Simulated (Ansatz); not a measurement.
Ansatz (an electronic-structure program) input (PBE/def2-SVP):

Ansatz 0.2 input:
```yaml
crystal:
  periodic: [false, false, false]
  atoms:
    - {symbol: C, position_ang: [1.35368800, -1.80749700, 1.18633100]}
    - {symbol: Ge, position_ang: [-0.23577800, -1.19442900, 0.17033000]}
    - {symbol: C, position_ang: [-1.83084500, -1.15570900, 1.34879200]}
    - {symbol: I, position_ang: [0.22335400, 1.23006000, -0.55681200]}
    - {symbol: H, position_ang: [1.20013000, -2.83724400, 1.51047300]}
    - {symbol: H, position_ang: [2.24571100, -1.74760200, 0.56710200]}
    - {symbol: H, position_ang: [1.47442100, -1.16464400, 2.05981900]}
    - {symbol: H, position_ang: [-1.60402600, -0.53456900, 2.21686700]}
    - {symbol: H, position_ang: [-2.06227300, -2.16951800, 1.67690700]}
    - {symbol: H, position_ang: [-2.68388700, -0.73864600, 0.81858900]}
basis:
  gaussian:
    orbitals: def2-SVP
hamiltonian:
  xc: {name: PBE}
magnetization: {spin_polarized: true, initial_magnetization: 1}
output: {forces: true}
```

Output:

```
Functional definition: PBE
integrals: 0.07 GiB planned
1331 factors; their error is unknown
mean field: 0.45 GiB planned
mean field evaluation 1: about -66756.5891 eV, gradient 5.4e1 eV
mean field evaluation 2: about -66729.0542 eV, gradient 8.2e1 eV
mean field evaluation 4: about -66770.5809 eV, gradient 6.1e0 eV
mean field evaluation 8: about -66770.7875 eV, gradient 1.4e-1 eV
mean field evaluation 16: about -66770.7876 eV, gradient 3.8e-5 eV
mean field -66770.78763269 eV, -2453.7811866358 hartree, gradient 2.1e-5 eV, S^2 0.751365; 0 other end points of the search recorded, 0 dependent functions left out
the calculation of the forces begins
reference -66770.78766822 eV, -2453.7811879416 hartree; 38, 37 occupied and 78, 79 virtual orbitals, 1331 factors
Total energy: -66770.78766822 eV, -2453.7811879416 hartree
Atom 0 at     1.353688    -1.807497     1.186331 Å, force    -0.421275     0.159548    -0.253078 eV/Å
Atom 1 at    -0.235778    -1.194429     0.170330 Å, force    -0.006667    -0.015343    -0.069138 eV/Å
Atom 2 at    -1.830845    -1.155709     1.348792 Å, force     0.423190    -0.013292    -0.296159 eV/Å
Atom 3 at     0.223354     1.230060    -0.556812 Å, force     0.009021     0.051243    -0.028749 eV/Å
Atom 4 at     1.200130    -2.837244     1.510473 Å, force    -0.090183    -0.574138     0.172414 eV/Å
Atom 5 at     2.245711    -1.747602     0.567102 Å, force     0.513008     0.030659    -0.358808 eV/Å
Atom 6 at     1.474421    -1.164644     2.059819 Å, force     0.070902     0.350912     0.484659 eV/Å
Atom 7 at    -1.604026    -0.534569     2.216867 Å, force     0.120008     0.340861     0.482154 eV/Å
Atom 8 at    -2.062273    -2.169518     1.676907 Å, force    -0.125667    -0.566875     0.174225 eV/Å
Atom 9 at    -2.683887    -0.738646     0.818589 Å, force    -0.492337     0.236426    -0.307520 eV/Å
Dipole moment:    -0.068317    -0.417735     0.336798 e Å
```

The geometry given is a B3LYP-D3(BJ)/def2-TZVP minimum.
